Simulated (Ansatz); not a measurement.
Computed with Ansatz on PBE0-D4/def2-TZVP structures; ΔE is electronic, products minus reactants. CBS: MP2 limit from def2 TZ/QZ plus the TZ coupled-cluster correction, frozen cores. Functionals use def2-TZVPP. B3LYP here is the variant with VWN-RPA as its local correlation; programs differ in this. One conformer a species, not always the lowest.

`N[SiH](Cl)O[SiH3]` + `CO[SiH2]O[SiH](O)F` → `CO[SiH](N)O[SiH3]` + `O[SiH](F)O[SiH2]Cl`  (redistribution)

```csv
level,ΔE (kJ/mol)
ωB97M-V,0.4
PBE0,0.7
B3LYP,-0.1
MP2/def2-QZVPP,1.3
```

Task: What does CCSD(T)/CBS give? (Estimate.)

Result: The calculation gave: +0.6 kJ/mol. The listed levels differ from it by -0.2, 0.1, -0.7, 0.7 kJ/mol.

Largest T1 diagnostic among the species: 0.012.
